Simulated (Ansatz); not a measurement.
A short molecular-dynamics run on C2H7AlSSi, SMILES `[AlH2][SiH]1CSC1`.

```yaml
crystal:
  periodic: [false, false, false]
  atoms:
    - {symbol: Al, position_ang: [-1.050215, 0.672468, 1.463573]}
    - {symbol: Si, position_ang: [-0.717511, -0.800038, -0.448311]}
    - {symbol: C, position_ang: [1.071212, -1.041616, 0.200021]}
    - {symbol: S, position_ang: [1.120640, 0.791868, 0.204548]}
    - {symbol: C, position_ang: [0.096240, 0.705268, -1.314405]}
    - {symbol: H, position_ang: [-1.781117, 2.068674, 1.233960]}
    - {symbol: H, position_ang: [-0.698323, 0.127767, 2.918137]}
    - {symbol: H, position_ang: [-1.309834, -1.875117, -1.307103]}
    - {symbol: H, position_ang: [1.834642, -1.406691, -0.490517]}
    - {symbol: H, position_ang: [1.233159, -1.444688, 1.198894]}
    - {symbol: H, position_ang: [0.755492, 0.526872, -2.166756]}
    - {symbol: H, position_ang: [-0.477385, 1.620034, -1.457941]}
basis:
  gaussian: {orbitals: def2-SVP}
hamiltonian: {xc: {name: r2SCAN}}
md: {timestep: 0.5 fs, n_steps: 50, ensemble: nvt_nose_hoover, temperature: 1500, initial_velocities: maxwell_boltzmann, seed: 348}
```

```sh
$ ansatz run in.yaml --threads 4 --pin off --events-out ev --progress --plain --max-ram 10444MiB
```

```tsv
step	time (fs)	potential energy (eV)	kinetic (eV)	T (K)	conserved (eV)
0	0.0	-27484.4600	1.9389	1500	-27482.5211
1	0.5	-27484.4303	1.9097	1477	-27482.5205
2	1.0	-27484.3531	1.8339	1419	-27482.5192
3	1.5	-27484.2486	1.7309	1339	-27482.5176
4	2.0	-27484.1402	1.6237	1256	-27482.5166
5	2.5	-27484.0441	1.5277	1182	-27482.5164
6	3.0	-27483.9630	1.4462	1119	-27482.5169
7	3.5	-27483.8899	1.3726	1062	-27482.5175
8	4.0	-27483.8164	1.2990	1005	-27482.5177
9	4.5	-27483.7388	1.2216	945	-27482.5175
10	5.0	-27483.6588	1.1421	884	-27482.5172
11	5.5	-27483.5813	1.0651	824	-27482.5168
12	6.0	-27483.5116	0.9957	770	-27482.5165
13	6.5	-27483.4539	0.9384	726	-27482.5163
14	7.0	-27483.4114	0.8962	693	-27482.5162
15	7.5	-27483.3867	0.8717	674	-27482.5161
16	8.0	-27483.3816	0.8669	671	-27482.5161
17	8.5	-27483.3969	0.8823	683	-27482.5162
18	9.0	-27483.4301	0.9152	708	-27482.5167
19	9.5	-27483.4731	0.9577	741	-27482.5176
20	10.0	-27483.5124	0.9962	771	-27482.5187
21	10.5	-27483.5314	1.0147	785	-27482.5197
22	11.0	-27483.5173	1.0007	774	-27482.5199
23	11.5	-27483.4676	0.9521	737	-27482.5192
24	12.0	-27483.3938	0.8801	681	-27482.5178
25	12.5	-27483.3176	0.8057	623	-27482.5165
26	13.0	-27483.2603	0.7494	580	-27482.5158
27	13.5	-27483.2324	0.7217	558	-27482.5160
28	14.0	-27483.2312	0.7203	557	-27482.5167
29	14.5	-27483.2467	0.7356	569	-27482.5173
30	15.0	-27483.2685	0.7575	586	-27482.5176
31	15.5	-27483.2902	0.7795	603	-27482.5177
32	16.0	-27483.3087	0.7986	618	-27482.5177
33	16.5	-27483.3231	0.8136	629	-27482.5177
34	17.0	-27483.3329	0.8240	637	-27482.5177
35	17.5	-27483.3380	0.8298	642	-27482.5176
36	18.0	-27483.3391	0.8317	643	-27482.5175
37	18.5	-27483.3382	0.8317	643	-27482.5173
38	19.0	-27483.3384	0.8329	644	-27482.5170
39	19.5	-27483.3431	0.8386	649	-27482.5168
40	20.0	-27483.3546	0.8507	658	-27482.5169
41	20.5	-27483.3713	0.8679	671	-27482.5173
42	21.0	-27483.3874	0.8842	684	-27482.5179
43	21.5	-27483.3936	0.8907	689	-27482.5186
44	22.0	-27483.3813	0.8791	680	-27482.5188
45	22.5	-27483.3481	0.8473	655	-27482.5183
46	23.0	-27483.3023	0.8034	622	-27482.5173
47	23.5	-27483.2608	0.7640	591	-27482.5161
48	24.0	-27483.2412	0.7457	577	-27482.5156
49	24.5	-27483.2507	0.7556	585	-27482.5161
50	25.0	-27483.2829	0.7879	610	-27482.5170
```

Velocities are drawn at the set temperature; a run this short doesn't reach equilibrium.

Frames (Å, forces in eV/Å):

```xyz
12
time=0.0 fs
Al   -1.050    0.672    1.464   -0.107    0.039    0.115
Si   -0.718   -0.800   -0.448   -0.417   -0.282   -0.057
C     1.071   -1.042    0.200   -0.185   -0.153   -0.070
S     1.121    0.792    0.205    0.533    0.600    0.348
C     0.096    0.705   -1.314   -0.179   -0.164   -0.061
H    -1.781    2.069    1.234   -0.023    0.038   -0.006
H    -0.698    0.128    2.918    0.007   -0.016    0.041
H    -1.310   -1.875   -1.307   -0.050   -0.083   -0.064
H     1.835   -1.407   -0.491    0.282   -0.131   -0.216
H     1.233   -1.445    1.199    0.091   -0.152    0.347
H     0.755    0.527   -2.167    0.228   -0.033   -0.301
H    -0.477    1.620   -1.458   -0.181    0.337   -0.076
12
time=1.5 fs
Al   -1.057    0.679    1.474   -0.267    0.261    0.486
Si   -0.709   -0.817   -0.455   -0.479    0.606    0.069
C     1.066   -1.039    0.208   -0.755    0.890   -2.198
S     1.130    0.784    0.200    0.287    0.917    0.358
C     0.092    0.741   -1.322   -0.173   -0.672   -0.525
H    -1.867    2.104    1.254    0.367   -0.571    0.065
H    -0.677    0.146    2.995   -0.141    0.200   -0.639
H    -1.321   -1.876   -1.296   -0.095   -0.261   -0.221
H     1.829   -1.383   -0.476    0.591   -0.473   -0.233
H     1.112   -1.417    1.169    0.575   -1.074    2.451
H     0.761    0.469   -2.186   -0.441    0.559    0.418
H    -0.526    1.659   -1.472    0.530   -0.383   -0.032
12
time=3.0 fs
Al   -1.064    0.686    1.484   -0.381    0.370    0.678
Si   -0.701   -0.834   -0.461   -0.656    1.324    0.101
C     1.060   -1.035    0.213   -0.613    0.691   -1.931
S     1.140    0.778    0.195    0.043    1.213    0.342
C     0.087    0.775   -1.331   -0.154   -1.346   -0.669
H    -1.946    2.128    1.275    0.650   -0.933    0.091
H    -0.658    0.169    3.059   -0.238    0.305   -1.064
H    -1.335   -1.882   -1.289   -0.091   -0.344   -0.297
H     1.835   -1.369   -0.466    0.553   -0.645    0.034
H     1.003   -1.410    1.187    0.734   -0.943    1.928
H     0.757    0.423   -2.197   -0.809    1.056    0.785
H    -0.563    1.691   -1.486    0.961   -0.746    0.002
12
time=4.5 fs
Al   -1.071    0.693    1.496   -0.437    0.370    0.698
Si   -0.693   -0.850   -0.468   -0.952    1.804    0.050
C     1.052   -1.031    0.214   -0.394   -0.373   -0.060
S     1.149    0.771    0.191   -0.178    1.467    0.303
C     0.082    0.807   -1.341   -0.109   -2.137   -0.325
H    -2.010    2.132    1.298    0.812   -1.077    0.084
H    -0.645    0.199    3.100   -0.280    0.321   -1.258
H    -1.350   -1.895   -1.288   -0.009   -0.296   -0.264
H     1.853   -1.369   -0.456    0.219   -0.630    0.445
H     0.910   -1.423    1.243    1.108   -0.110   -0.327
H     0.736    0.399   -2.192   -0.748    1.277    0.652
H    -0.580    1.707   -1.500    0.969   -0.615    0.003
12
time=6.0 fs
Al   -1.079    0.700    1.507   -0.436    0.270    0.570
Si   -0.686   -0.864   -0.474   -1.325    2.063   -0.044
C     1.044   -1.026    0.215   -0.102   -1.214    1.040
S     1.159    0.766    0.186   -0.364    1.653    0.245
C     0.076    0.836   -1.351   -0.066   -2.906    0.519
H    -2.058    2.114    1.323    0.856   -1.037    0.052
H    -0.637    0.235    3.114   -0.272    0.270   -1.255
H    -1.365   -1.915   -1.293    0.135   -0.144   -0.152
H     1.876   -1.382   -0.435   -0.197   -0.494    0.776
H     0.841   -1.438    1.294    1.457    0.457   -1.743
H     0.700    0.402   -2.174   -0.253    1.120    0.020
H    -0.577    1.711   -1.515    0.567   -0.039   -0.028
12
time=7.5 fs
Al   -1.086    0.708    1.520   -0.369    0.067    0.293
Si   -0.680   -0.877   -0.480   -1.700    2.192   -0.152
C     1.035   -1.024    0.217    0.265   -1.610    1.269
S     1.168    0.763    0.182   -0.507    1.757    0.163
C     0.071    0.859   -1.361   -0.170   -3.414    1.707
H    -2.087    2.073    1.349    0.770   -0.822   -0.006
H    -0.635    0.276    3.101   -0.208    0.165   -1.051
H    -1.377   -1.938   -1.301    0.294    0.039   -0.019
H     1.894   -1.406   -0.399   -0.476   -0.332    0.861
H     0.802   -1.445    1.310    1.553    0.643   -2.040
H     0.659    0.429   -2.156    0.566    0.614   -0.976
H    -0.562    1.714   -1.530   -0.017    0.700   -0.050
12
time=9.0 fs
Al   -1.095    0.716    1.532   -0.216   -0.260   -0.164
Si   -0.675   -0.888   -0.487   -1.991    2.278   -0.243
C     1.027   -1.025    0.222    0.612   -1.538    0.837
S     1.177    0.760    0.178   -0.603    1.770    0.067
C     0.065    0.875   -1.367   -0.386   -3.495    2.461
H    -2.099    2.015    1.375    0.520   -0.414   -0.090
H    -0.638    0.322    3.067   -0.072    0.007   -0.615
H    -1.383   -1.960   -1.309    0.417    0.189    0.081
H     1.903   -1.437   -0.344   -0.496   -0.211    0.651
H     0.797   -1.438    1.283    1.352    0.499   -1.373
H     0.630    0.469   -2.158    1.166    0.178   -1.647
H    -0.547    1.732   -1.546   -0.303    0.998    0.036
12
time=10.5 fs
Al   -1.103    0.723    1.544    0.039   -0.724   -0.822
Si   -0.672   -0.897   -0.494   -2.132    2.362   -0.270
C     1.021   -1.028    0.229    0.944   -0.882   -0.532
S     1.185    0.758    0.175   -0.649    1.694   -0.020
C     0.059    0.886   -1.369   -0.319   -3.283    1.844
H    -2.101    1.948    1.399    0.078    0.190   -0.200
H    -0.642    0.367    3.019    0.151   -0.199    0.072
H    -1.380   -1.978   -1.316    0.473    0.266    0.118
H     1.901   -1.473   -0.276   -0.240   -0.161    0.192
H     0.820   -1.420    1.228    0.800   -0.047    0.460
H     0.625    0.513   -2.194    0.917    0.278   -1.126
H    -0.538    1.770   -1.561   -0.063    0.506    0.284
12
time=12.0 fs
Al   -1.111    0.730    1.556    0.358   -1.255   -1.587
Si   -0.670   -0.905   -0.500   -2.101    2.451   -0.187
C     1.015   -1.033    0.234    1.156    0.060   -2.338
S     1.194    0.758    0.171   -0.653    1.548   -0.088
C     0.052    0.891   -1.368    0.074   -2.853    0.376
H    -2.102    1.885    1.419   -0.489    0.880   -0.314
H    -0.642    0.408    2.973    0.434   -0.414    0.884
H    -1.368   -1.990   -1.321    0.452    0.257    0.084
H     1.895   -1.512   -0.204    0.163   -0.155   -0.374
H     0.861   -1.405    1.185    0.115   -0.745    2.796
H     0.638    0.564   -2.253    0.147    0.571    0.166
H    -0.530    1.818   -1.569    0.343   -0.346    0.582
12
time=13.5 fs
Al   -1.119    0.736    1.566    0.610   -1.647   -2.155
Si   -0.670   -0.910   -0.507   -1.931    2.555    0.005
C     1.012   -1.038    0.235    1.049    0.068   -1.928
S     1.201    0.758    0.167   -0.637    1.367   -0.155
C     0.045    0.890   -1.367    0.507   -2.287   -0.776
H    -2.112    1.841    1.432   -0.931    1.363   -0.386
H    -0.634    0.440    2.946    0.658   -0.549    1.457
H    -1.345   -1.997   -1.324    0.359    0.164   -0.014
H     1.892   -1.555   -0.139    0.411   -0.083   -0.813
H     0.904   -1.403    1.197   -0.159   -0.557    2.779
H     0.655    0.627   -2.309   -0.453    0.578    1.200
H    -0.515    1.859   -1.566    0.517   -0.971    0.786
12
time=15.0 fs
Al   -1.127    0.740    1.575    0.653   -1.678   -2.191
Si   -0.672   -0.914   -0.515   -1.668    2.669    0.261
C     1.011   -1.043    0.233    1.090   -0.848    0.539
S     1.208    0.760    0.163   -0.630    1.154   -0.223
C     0.039    0.886   -1.366    0.873   -1.810   -1.180
H    -2.142    1.825    1.437   -0.940    1.338   -0.369
H    -0.611    0.461    2.949    0.658   -0.528    1.410
H    -1.315   -2.000   -1.327    0.219    0.011   -0.151
H     1.897   -1.599   -0.092    0.251    0.167   -0.959
H     0.944   -1.413    1.265   -0.196    0.352    0.426
H     0.663    0.702   -2.340   -0.661    0.284    1.594
H    -0.489    1.880   -1.545    0.351   -1.112    0.845
12
time=16.5 fs
Al   -1.134    0.744    1.582    0.499   -1.362   -1.725
Si   -0.675   -0.915   -0.521   -1.335    2.750    0.519
C     1.012   -1.050    0.232    1.412   -1.494    2.300
S     1.215    0.762    0.158   -0.644    0.887   -0.279
C     0.035    0.878   -1.368    1.117   -1.609   -0.838
H    -2.192    1.838    1.434   -0.496    0.843   -0.268
H    -0.575    0.471    2.982    0.404   -0.377    0.782
H    -1.280   -2.004   -1.333    0.073   -0.142   -0.282
H     1.907   -1.639   -0.064   -0.154    0.512   -0.895
H     0.981   -1.415    1.344   -0.295    0.892   -1.431
H     0.657    0.783   -2.337   -0.476   -0.158    1.325
H    -0.456    1.878   -1.507   -0.104   -0.742    0.791
12
time=18.0 fs
Al   -1.141    0.746    1.587    0.295   -0.926   -1.111
Si   -0.678   -0.915   -0.528   -0.959    2.724    0.715
C     1.015   -1.059    0.235    1.576   -1.539    2.886
S     1.222    0.765    0.154   -0.673    0.574   -0.315
C     0.032    0.867   -1.371    1.085   -1.679    0.154
H    -2.252    1.868    1.425    0.114    0.205   -0.131
H    -0.530    0.473    3.031    0.038   -0.194   -0.016
H    -1.243   -2.010   -1.346   -0.031   -0.215   -0.350
H     1.913   -1.669   -0.056   -0.441    0.738   -0.783
H     1.011   -1.399    1.394   -0.395    0.939   -2.158
H     0.642    0.861   -2.308    0.079   -0.567    0.416
H    -0.425    1.861   -1.451   -0.688   -0.061    0.692
12
time=19.5 fs
Al   -1.147    0.747    1.592    0.154   -0.562   -0.630
Si   -0.683   -0.912   -0.534   -0.574    2.534    0.809
C     1.021   -1.071    0.243    1.348   -1.051    2.598
S     1.228    0.769    0.149   -0.705    0.242   -0.325
C     0.032    0.853   -1.373    0.695   -1.643    1.376
H    -2.310    1.903    1.413    0.625   -0.313   -0.007
H    -0.484    0.470    3.080   -0.294   -0.048   -0.652
H    -1.207   -2.021   -1.365   -0.070   -0.153   -0.310
H     1.911   -1.683   -0.065   -0.425    0.725   -0.703
H     1.032   -1.364    1.398   -0.437    0.659   -1.976
H     0.628    0.926   -2.269    0.760   -0.747   -0.762
H    -0.409    1.841   -1.381   -1.078    0.357    0.582
12
time=21.0 fs
Al   -1.154    0.748    1.596    0.102   -0.329   -0.352
Si   -0.688   -0.908   -0.539   -0.204    2.177    0.817
C     1.030   -1.084    0.256    0.764   -0.116    1.246
S     1.233    0.772    0.144   -0.727   -0.079   -0.301
C     0.032    0.836   -1.374    0.336   -0.990    1.956
H    -2.355    1.932    1.401    0.947   -0.635    0.083
H    -0.444    0.466    3.116   -0.530    0.043   -1.032
H    -1.173   -2.034   -1.392   -0.059    0.030   -0.173
H     1.900   -1.682   -0.089   -0.144    0.494   -0.652
H     1.044   -1.314    1.362   -0.390    0.102   -0.697
H     0.630    0.977   -2.246    0.910   -0.715   -1.233
H    -0.416    1.828   -1.298   -1.004    0.017    0.336
12
time=22.5 fs
Al   -1.160    0.749    1.600    0.121   -0.218   -0.248
Si   -0.693   -0.901   -0.544    0.132    1.720    0.795
C     1.040   -1.098    0.271    0.066    0.984   -1.346
S     1.238    0.776    0.139   -0.736   -0.359   -0.238
C     0.034    0.817   -1.370    0.412    0.168    1.601
H    -2.380    1.947    1.391    1.090   -0.780    0.137
H    -0.416    0.463    3.130   -0.665    0.086   -1.183
H    -1.139   -2.048   -1.422   -0.036    0.257    0.012
H     1.886   -1.670   -0.127    0.185    0.193   -0.551
H     1.048   -1.263    1.313   -0.246   -0.599    1.765
H     0.651    1.011   -2.248    0.257   -0.724   -0.599
H    -0.443    1.815   -1.208   -0.582   -0.726   -0.145
12
time=24.0 fs
Al   -1.166    0.749    1.604    0.194   -0.219   -0.293
Si   -0.699   -0.894   -0.548    0.416    1.257    0.791
C     1.050   -1.110    0.283   -0.420    1.609   -3.052
S     1.243    0.779    0.134   -0.735   -0.575   -0.147
C     0.036    0.799   -1.364    0.651    1.144    1.023
H    -2.381    1.946    1.384    1.074   -0.770    0.156
H    -0.402    0.462    3.118   -0.700    0.086   -1.138
H    -1.106   -2.055   -1.452   -0.033    0.444    0.180
H     1.876   -1.654   -0.177    0.317    0.005   -0.288
H     1.047   -1.224    1.300   -0.049   -0.988    3.181
H     0.676    1.031   -2.262   -0.581   -0.792    0.307
H    -0.483    1.787   -1.121   -0.132   -1.201   -0.720
12
time=25.0 fs
Al   -1.170    0.749    1.606    0.267   -0.282   -0.409
Si   -0.702   -0.888   -0.550    0.577    0.979    0.812
C     1.056   -1.117    0.289   -0.586    1.658   -2.339
S     1.245    0.781    0.131   -0.730   -0.683   -0.072
C     0.038    0.788   -1.359    0.731    1.454    0.787
H    -2.369    1.936    1.381    0.974   -0.677    0.150
H    -0.400    0.462    3.097   -0.663    0.061   -1.000
H    -1.085   -2.055   -1.470   -0.051    0.515    0.260
H     1.873   -1.643   -0.214    0.264   -0.027   -0.019
H     1.045   -1.209    1.328    0.103   -0.987    2.182
H     0.687    1.034   -2.269   -0.959   -0.796    0.693
H    -0.512    1.754   -1.071    0.074   -1.216   -1.043
```

Run time 2.1 min (4 threads of a server CPU on a shared host); peak host memory 0.6 GiB.
